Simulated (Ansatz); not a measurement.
A nudged elastic band was laid between two geometries of CH5F2NOSi (11 atoms, charge 0, multiplicity 1).

Computed with RKS PBE0-D4/def2-SVP (Ansatz 0.2.0).

```yaml
movable_images: 9
climbing_image: yes
spring: 5.0 eV/Å²
optimiser: quadratic models (default)
start_path: through a guess of the saddle point
force_threshold: 0.05 eV/Å
iteration_limit: 43
end_points: relaxed
```

First end point:

```xyz
11
Properties=species:S:1:pos:R:3
N -0.223 -1.596 0.129
C 0.620 -0.561 0.542
F 1.889 -0.555 -0.092
Si -0.152 1.113 0.133
O -0.839 0.887 -1.351
F -1.293 1.479 1.229
H -0.514 -1.517 -0.842
H 0.130 -2.529 0.327
H 0.832 -0.662 1.621
H 0.812 2.241 0.151
H -1.198 1.641 -1.826
```

Last end point:

```xyz
11
Properties=species:S:1:pos:R:3
N 0.210 -1.494 0.599
C 0.950 -0.273 0.238
F 2.000 -0.672 -0.568
Si -0.127 1.117 -0.113
O -0.803 1.295 -1.628
F -1.378 0.708 0.909
H -0.060 -2.115 -0.191
H -0.653 -1.161 1.055
H 0.715 -2.091 1.269
H 0.363 2.462 0.294
H -1.151 2.167 -1.844
```

(1) Which bonds break or form, and what moves?

(2) What energy profile does the band end with?

(3) What is the geometry of the highest image?

Answers

(1) Bonds broken: C2–H9. Bonds formed: N1–H9.

(2) The run converged. The highest image is number 7 of 0 to 10, 85.9 kcal/mol above the first end and 25.3 kcal/mol above the last; the last end lies 60.6 kcal/mol above the first. Neighbouring images differ by up to 1.9 eV, so the band resolves the path poorly. A vibrational analysis at the climbing image gives one clearly imaginary mode, 1513i cm⁻¹: a first-order saddle point. The orbitals stay closed-shell, which can raise the energy where a bond breaks towards radicals; this wasn't checked here.

```csv
image,path coordinate (Å),energy (kcal/mol),C2–H9 (Å),N1–H9 (Å)
0,0.00,0.0,1.10,2.05
1,0.58,1.5,1.10,2.04
2,1.15,4.7,1.10,2.05
3,1.73,6.4,1.11,2.05
4,2.30,8.8,1.11,2.07
5,2.88,12.3,1.11,2.04
6,3.46,42.7,1.11,1.65
7,4.03,85.9,1.42,1.13
8,4.45,72.4,1.82,1.01
9,4.86,61.6,2.09,1.03
10,5.28,60.6,2.10,1.03
```

(3) 
```xyz
11
Properties=species:S:1:pos:R:3
N 0.089 -1.656 0.549
C 0.947 -0.319 0.273
F 1.819 -0.675 -0.727
Si -0.153 1.124 -0.012
O -0.732 1.288 -1.555
F -1.419 0.738 0.965
H 0.194 -2.343 -0.198
H -0.874 -1.446 0.815
H 0.895 -1.335 1.270
H 0.385 2.425 0.461
H -1.086 2.142 -1.821
```

Run time: 7.7 min on 2 threads of Arm Neoverse V2, with other jobs on the host, peak memory 0.26 GiB.
